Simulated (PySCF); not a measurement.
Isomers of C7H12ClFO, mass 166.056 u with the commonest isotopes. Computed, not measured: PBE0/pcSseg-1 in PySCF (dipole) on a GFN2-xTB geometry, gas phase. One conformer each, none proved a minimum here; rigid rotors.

**Question.** Order these by rotational constant A, smallest first.
A. `[CH3:1][CH2:2][C@:3]([F:4])([C:5](=[O:6])[Cl:7])[CH:8]([CH3:9])[CH3:10]` with C1–C2–C3–F4 64°, C2–C3–C5–O6 -63°, C2–C3–C8–C9 -58°
B. `[CH3:1][CH:2]([CH3:3])[C@@H:4]([CH3:5])[C@@H:6]([F:7])[C:8](=[O:9])[Cl:10]` with C1–C2–C4–C5 -175°, C2–C4–C6–F7 -45°, C4–C6–C8–O9 41°
C. `[CH3:1][C:2]([CH3:3])([CH3:4])[CH2:5][C@H:6]([F:7])[C:8](=[O:9])[Cl:10]` with C2–C5–C6–F7 -79°, C5–C6–C8–O9 -83°
D. `[CH3:1][C@@H:2]1[CH2:3][CH2:4][C@:5]([F:6])([Cl:7])[CH2:8][O:9][CH2:10]1` with C1–C2–C3–C4 -71°, C2–C3–C4–C5 -75°, C3–C4–C5–F6 -44°, C4–C5–C8–O9 -22°

**Answer.** A (1389 MHz), B (1780 MHz), C (2044 MHz), D (2104 MHz).

**Question.** Order these by dipole moment, largest first.
A. `[CH3:1][CH:2]([CH3:3])[C@@H:4]([CH3:5])[C@@H:6]([F:7])[C:8](=[O:9])[Cl:10]` with C1–C2–C4–C5 -175°, C2–C4–C6–F7 -45°, C4–C6–C8–O9 41°
B. `[CH3:1][CH:2]([CH3:3])[CH2:4][C@:5]([CH3:6])([F:7])[C:8](=[O:9])[Cl:10]` with C1–C2–C4–C5 -169°, C2–C4–C5–C6 167°, C4–C5–C8–O9 130°
C. `[CH3:1][C:2]([CH3:3])([CH3:4])[CH2:5][C@H:6]([F:7])[C:8](=[O:9])[Cl:10]` with C2–C5–C6–F7 -79°, C5–C6–C8–O9 -83°
D. `[CH3:1][C@@H:2]1[CH2:3][CH2:4][C@:5]([F:6])([Cl:7])[CH2:8][O:9][CH2:10]1` with C1–C2–C3–C4 -71°, C2–C3–C4–C5 -75°, C3–C4–C5–F6 -44°, C4–C5–C8–O9 -22°

**Answer.** B (3.12 D), C (2.88 D), A (2.53 D), D (2.10 D).

**Question.** Order these by out-of-plane moment Σ m c² = (Ia + Ib − Ic)/2, smallest first.
A. `[CH3:1][C@@H:2]1[CH2:3][CH2:4][C@:5]([F:6])([Cl:7])[CH2:8][O:9][CH2:10]1` with C1–C2–C3–C4 -71°, C2–C3–C4–C5 -75°, C3–C4–C5–F6 -44°, C4–C5–C8–O9 -22°
B. `[CH3:1][CH:2]([CH3:3])[C@@H:4]([CH3:5])[C@@H:6]([F:7])[C:8](=[O:9])[Cl:10]` with C1–C2–C4–C5 -175°, C2–C4–C6–F7 -45°, C4–C6–C8–O9 41°
C. `[CH3:1][C:2]([CH3:3])([CH3:4])[CH2:5][C@H:6]([F:7])[C:8](=[O:9])[Cl:10]` with C2–C5–C6–F7 -79°, C5–C6–C8–O9 -83°
D. `[CH3:1][CH:2]([CH3:3])[CH2:4][C@:5]([CH3:6])([F:7])[C:8](=[O:9])[Cl:10]` with C1–C2–C4–C5 -169°, C2–C4–C5–C6 167°, C4–C5–C8–O9 130°
E. `[CH3:1][CH2:2][C@:3]([F:4])([C:5](=[O:6])[Cl:7])[CH:8]([CH3:9])[CH3:10]` with C1–C2–C3–F4 64°, C2–C3–C5–O6 -63°, C2–C3–C8–C9 -58°

**Answer.** C (91.49 u·Å²), A (94.39 u·Å²), B (110.74 u·Å²), E (115.48 u·Å²), D (128.48 u·Å²).

| SMILES | point group | Ia (u·Å²) | Ib (u·Å²) | Ic (u·Å²) | κ | μa (D) | μb (D) | μc (D) |
| --- | --- | --- | --- | --- | --- | --- | --- | --- |
| CC(C)[C@@H](C)[C@@H](F)C(=O)Cl | C1 | 283.91 | 693.94 | 756.37 | -0.89 | 2.30 | 1.06 | 0.01 |
| CC[C@](F)(C(=O)Cl)C(C)C | C1 | 363.75 | 509.48 | 642.26 | -0.32 | 2.35 | 1.12 | 0.03 |
| CC(C)(C)C[C@H](F)C(=O)Cl | C1 | 247.26 | 848.62 | 912.91 | -0.94 | 2.87 | 0.11 | 0.14 |
| CC(C)C[C@](C)(F)C(=O)Cl | C1 | 358.46 | 586.86 | 688.37 | -0.62 | 1.55 | 0.45 | 2.67 |
| C[C@@H]1CC[C@](F)(Cl)COC1 | C1 | 240.18 | 661.21 | 712.62 | -0.92 | 2.06 | 0.36 | 0.15 |
